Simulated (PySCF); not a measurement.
PySCF 2.14 output of an unrestricted r2SCAN calculation on a single atom or ion in cc-pVDZ-DK, with scalar relativity by spin-free X2C-1e:

```
SCF conv_tol = 1e-09
number electrons alpha = 13  beta = 9
    J. W. Furness, A. D. Kaplan, J. Ning, J. P. Perdew, and J. Sun.,  J. Phys. Chem. Lett. 11, 8208-8215 (2020)
    J. W. Furness, A. D. Kaplan, J. Ning, J. P. Perdew, and J. Sun.,  J. Phys. Chem. Lett. 11, 9248-9248 (2020)
    J. W. Furness, A. D. Kaplan, J. Ning, J. P. Perdew, and J. Sun.,  J. Phys. Chem. Lett. 11, 8208-8215 (2020)
    J. W. Furness, A. D. Kaplan, J. Ning, J. P. Perdew, and J. Sun.,  J. Phys. Chem. Lett. 11, 9248-9248 (2020)
cycle= 1 E= -1156.41272395981  delta_E= -0.00317  |g|= 0.0146  |ddm|= 0.272
cycle= 2 E= -1156.41276628431  delta_E= -4.23e-05  |g|= 0.00716  |ddm|= 0.109
cycle= 3 E= -1156.41278217104  delta_E= -1.59e-05  |g|= 0.000632  |ddm|= 0.0395
cycle= 4 E= -1156.41278229014  delta_E= -1.19e-07  |g|= 1.72e-05  |ddm|= 0.0036
cycle= 5 E= -1156.41278229023  delta_E= -9.23e-11  |g|= 6.66e-07  |ddm|= 0.000123
converged SCF energy = -1156.41278229023  <S^2> = 6.0006164  2S+1 = 5.0002466
```

The run itself started from symmetry-adapted Hartree-Fock orbitals and held the occupation by maximum overlap, on a logarithmic radial grid, so the iterations belong to that start.

Task: Which element, charge and spin multiplicity is this?

Result: Mn(3+) (manganese, charge +3), multiplicity 5; the state was [Ar] 3d4, high-spin 5D determinant.
